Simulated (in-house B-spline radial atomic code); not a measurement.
Successive ionisation energies of barium; each step leads to the configuration of the next row (after the last: [Kr] 4d5). Dirac energy differences include first-order Breit, QED and recoil terms. NIST's values go from ground level to ground level; the uncertainty of those that are theory runs from under 0.1 % in few-electron ions to several per cent in heavy many-electron ones. Computed with an all-electron radial atomic-structure program (B-spline basis): Dirac-Hartree-Fock, average of the configuration, finite nuclei.

```
  ion      configuration  ionisation energy (eV)  tabulated value (eV)  computed minus tabulated (eV)  highest orbital  largest mean radius (bohr)
   Ba           [Xe] 6s2                     4.3              5.211665                           -0.9            6s1/2                      5.0834
  Ba+           [Xe] 6s1                       ?                     ?                              ?                ?                           ?
 Ba2+  [Kr] 4d10 5s2 5p6                    35.6               35.8438                           -0.3            5p3/2                      1.9275
 Ba3+  [Kr] 4d10 5s2 5p5                    47.0                    47                            0.0            5p3/2                      1.8639
 Ba4+  [Kr] 4d10 5s2 5p4                       ?                     ?                              ?                ?                           ?
 Ba5+  [Kr] 4d10 5s2 5p3                    71.6                    71                            0.6            5p3/2                        1.76
 Ba6+  [Kr] 4d10 5s2 5p2                    84.7                    86                           -1.3            5p3/2                      1.7158
 Ba7+  [Kr] 4d10 5s2 5p1                    98.2                   101                           -2.8            5p3/2                      1.6755
 Ba8+      [Kr] 4d10 5s2                       ?                     ?                              ?                ?                           ?
 Ba9+      [Kr] 4d10 5s1                   144.7                146.52                           -1.9            5s1/2                      1.4579
Ba10+          [Kr] 4d10                   242.2                   241                            1.2            4d5/2                     0.78146
Ba11+           [Kr] 4d9                   270.0                 267.1                            2.9            4d5/2                     0.76774
Ba12+           [Kr] 4d8                   298.5                   296                            2.5            4d5/2                     0.75507
Ba13+           [Kr] 4d7                   327.8                   325                            2.8            4d5/2                     0.74302
Ba14+           [Kr] 4d6                   357.7                   354                            3.7            4d5/2                     0.73152
```

Q: Fill in the row of Ba+.

A: ionisation energy (eV): 9.4; tabulated value (eV): 10.00383; computed minus tabulated (eV): -0.6; highest orbital: 6s1/2; largest mean radius (bohr): 4.539.

Q: Fill in the row of Ba4+.

A: ionisation energy (eV): 59.1; tabulated value (eV): 58; computed minus tabulated (eV): 1.1; highest orbital: 5p3/2; largest mean radius (bohr): 1.809.

Q: Fill in the row of Ba8+.

A: ionisation energy (eV): 128.4; tabulated value (eV): 130.5; computed minus tabulated (eV): -2.1; highest orbital: 5s1/2; largest mean radius (bohr): 1.4864.

Q: Where is the largest jump?

A: From Ba+ to Ba2+, by a factor of 3.80 (9.3591 to 35.579 eV); the highest orbital goes from 6s1/2 to 5p3/2.

Where a p, d or f electron is removed, the computed value is a mean over both j, so it misses the tabulated one by a part of the spin-orbit splitting; averaging over terms and missing correlation add to the gap, relatively most at low charge.
